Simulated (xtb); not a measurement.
C$_{3}$H$_{8}$NO (SMILES C[NH+](C)C=O), charge +1, singlet, geometry from GFN2-xTB, atoms displaced at random by about 0.06 Å a coordinate; GFN2-xTB run with xtb.

xtb was given this input:
```
$ xtb mol.xyz --gfn 2 --chrg 1 --uhf 0 --ohess --json

# file mol.xyz
13

C     -0.49168841     1.50067314    -0.35954185
N     -0.33359700     0.20754645     0.45393959
C     -1.32139320    -0.60653802     0.09817636
C      1.22052229    -0.34282600     0.09198274
O      1.23105844    -1.16255870    -0.49172666
H     -0.47302890     1.41751958    -1.32583890
H      0.27194082     2.35030591    -0.04874003
H     -1.43483455     2.01787468    -0.08550526
H     -0.26367677     0.53206748     1.43903132
H     -1.29860740    -0.94631368    -0.93436287
H     -1.03700337    -1.58732392     0.78994356
H     -2.26663949    -0.28908820     0.47638120
H      1.97616733     0.50907393     0.33286543
```

What does xtb print? Leave out banner, timings and long lists.


```
   ID    Z sym.   atoms
    1    6 C      1, 3, 4
    2    7 N      2
    3    8 O      5
    4    1 H      6-13

           -------------------------------------------------
          |                Calculation Setup                |
           -------------------------------------------------

           -------------------------------------------------
          |                 G F N 2 - x T B                 |
           -------------------------------------------------

          ...................................................
          :                      SETUP                      :
          :.................................................:
          :  # basis functions                  28          :
          :  # atomic orbitals                  28          :
          :  # shells                           18          :
          :  # electrons                        30          :
          :  max. iterations                   250          :
          :  Hamiltonian                  GFN2-xTB          :
          :  restarted?                      false          :
          :  GBSA solvation                  false          :
          :  PC potential                    false          :
          :  electronic temp.          300.0000000     K    :
          :  accuracy                    1.0000000          :
          :  -> integral cutoff          0.2500000E+02      :
          :  -> integral neglect         0.1000000E-07      :
          :  -> SCF convergence          0.1000000E-05 Eh   :
          :  -> wf. convergence          0.1000000E-03 e    :
          :  Broyden damping             0.4000000          :
          :  net charge                          1          :
          :  unpaired electrons                  0          :
          ...................................................

 iter      E             dE          RMSdq      gap      omega  full diag
   1    -17.1863505 -0.171864E+02  0.399E+00    5.99       0.0  T
   2    -17.2343205 -0.479701E-01  0.249E+00    5.61       1.0  T
   3    -17.2370114 -0.269087E-02  0.123E+00    5.29       1.0  T
   4    -17.2373269 -0.315517E-03  0.214E-01    5.01       1.0  T
   5    -17.2374704 -0.143483E-03  0.845E-02    5.14       1.0  T
   6    -17.2374865 -0.160959E-04  0.323E-02    5.13       1.0  T
   7    -17.2374872 -0.699883E-06  0.906E-03    5.14       3.1  T
   8    -17.2374873 -0.558578E-07  0.291E-03    5.14       9.5  T
   9    -17.2374873 -0.628781E-08  0.584E-04    5.14      47.5  T
  10    -17.2374873 -0.966050E-09  0.252E-04    5.14     109.9  T

   *** convergence criteria satisfied after 10 iterations ***

         :::::::::::::::::::::::::::::::::::::::::::::::::::::
         ::                     SUMMARY                     ::
         :::::::::::::::::::::::::::::::::::::::::::::::::::::
         :: total energy             -16.897874168280 Eh    ::
         :: gradient norm              0.772744354242 Eh/a0 ::
         :: HOMO-LUMO gap              5.138776261219 eV    ::
         ::.................................................::
         :: SCC energy               -17.237480309363 Eh    ::
         :: -> isotropic ES            0.112511999240 Eh    ::
         :: -> anisotropic ES         -0.008688714043 Eh    ::
         :: -> anisotropic XC          0.011230015495 Eh    ::
         :: -> dispersion             -0.005631316969 Eh    ::
         :: repulsion energy           0.339606141083 Eh    ::
         :: add. restraining           0.000000000000 Eh    ::
         :: total charge               1.000000000000 e     ::
         :::::::::::::::::::::::::::::::::::::::::::::::::::::

      -----------------------------------------------------------
     |                   =====================                   |
     |                        A N C O P T                        |
     |                   =====================                   |
     |               Approximate Normal Coordinate               |
[...]
 * total energy  :   -17.0177095 Eh     change       -0.1998604E-02 Eh
 * total energy  :   -17.0176421 Eh     change        0.6740356E-04 Eh
 * total energy  :   -17.0187146 Eh     change       -0.1072484E-02 Eh
 * total energy  :   -17.0188054 Eh     change       -0.9073658E-04 Eh
 * total energy  :   -17.0188558 Eh     change       -0.5039428E-04 Eh
 * total energy  :   -17.0188623 Eh     change       -0.6554147E-05 Eh
 * total energy  :   -17.0188713 Eh     change       -0.9025332E-05 Eh
 * total energy  :   -17.0188778 Eh     change       -0.6451667E-05 Eh
 * total energy  :   -17.0188887 Eh     change       -0.1089791E-04 Eh
 * total energy  :   -17.0188975 Eh     change       -0.8822265E-05 Eh
 * total energy  :   -17.0189034 Eh     change       -0.5854910E-05 Eh
 * total energy  :   -17.0189046 Eh     change       -0.1279468E-05 Eh
   *** GEOMETRY OPTIMIZATION CONVERGED AFTER 15 ITERATIONS ***
         :: total energy             -17.018904640127 Eh    ::
[...]
  17:  0.00  18:  0.00  19:  0.00  20:  0.00  21:  0.00  22:  0.00  23:  0.00  24:  0.00
  25:  0.00  26:  0.00  27:  0.00  28:  0.00  29:  0.00  30:  0.00  31:  0.00  32:  0.00
  33:  0.00  34:  0.00  35:  0.00  36:  0.00  37:  0.00  38:  0.00  39:  0.00
 output can be read by thermo (or use thermo option).
 writing <g98.out> molden fake output.
 recommended (thermochemical) frequency scaling factor: 1.0
           -------------------------------------------------
          |             Thermodynamic Functions             |
           -------------------------------------------------

c1  symmetry found (for desy threshold:  0.10E+00) used in thermo

          ...................................................
          :                      SETUP                      :
          :.................................................:
          :  # frequencies                          33      :
          :  # imaginary freq.                       0      :
          :  linear?                             false      :
          :  only rotor calc.                    false      :
          :  symmetry                               c1      :
          :  rotational number                       1      :
          :  scaling factor                  1.0000000      :
          :  rotor cutoff                   50.0000000 cm⁻¹ :
          :  imag. cutoff                  -20.0000000 cm⁻¹ :
          :.................................................:

    mode    ω/cm⁻¹     T·S(HO)/kcal·mol⁻¹    T·S(FR)/kcal·mol⁻¹   T·S(vib)
   ------------------------------------------------------------------------
       1     75.70    -1.19244 ( 84.01%)    -0.93312 ( 15.99%)    -1.15097
       2    176.70    -0.70453 ( 99.36%)    -0.68232 (  0.64%)    -0.70439
       3    223.08    -0.57660 ( 99.75%)    -0.61332 (  0.25%)    -0.57670
       4    278.39    -0.46020 ( 99.90%)    -0.54774 (  0.10%)    -0.46029
   ------------------------------------------------------------------------

   temp. (K)  partition function   enthalpy   heat capacity  entropy
                                   cal/mol     cal/K/mol   cal/K/mol   J/K/mol
 298.15  VIB   19.4                 2251.465     15.520     13.307
         ROT  0.833E+05              888.752      2.981     25.497
         INT  0.162E+07             3140.218     18.501     38.804
         TR   0.617E+27             1481.254      4.968     38.807
         TOT                        4621.4715    23.4687    77.6111   324.7250

       T/K    H(0)-H(T)+PV         H(T)/Eh          T*S/Eh         G(T)/Eh
   ------------------------------------------------------------------------
    298.15    0.736478E-02    0.118521E+00    0.368756E-01    0.816450E-01
   ------------------------------------------------------------------------

         :::::::::::::::::::::::::::::::::::::::::::::::::::::
         ::                  THERMODYNAMIC                  ::
         :::::::::::::::::::::::::::::::::::::::::::::::::::::
         :: total free energy         -16.937259684486 Eh   ::
         ::.................................................::
         :: total energy              -17.018904640140 Eh   ::
         :: zero point energy           0.111155723551 Eh   ::
         :: G(RRHO) w/o ZPVE           -0.029510767897 Eh   ::
         :: G(RRHO) contrib.            0.081644955654 Eh   ::
         :::::::::::::::::::::::::::::::::::::::::::::::::::::

optimized geometry written to: xtbopt.xyz

           -------------------------------------------------
          | TOTAL ENERGY              -17.018904640140 Eh   |
          | TOTAL ENTHALPY            -16.900384132911 Eh   |
          | TOTAL FREE ENERGY         -16.937259684486 Eh   |
          | GRADIENT NORM               0.000870670219 Eh/α |
          | HOMO-LUMO GAP               4.373351849134 eV   |
           -------------------------------------------------

normal termination of xtb
```
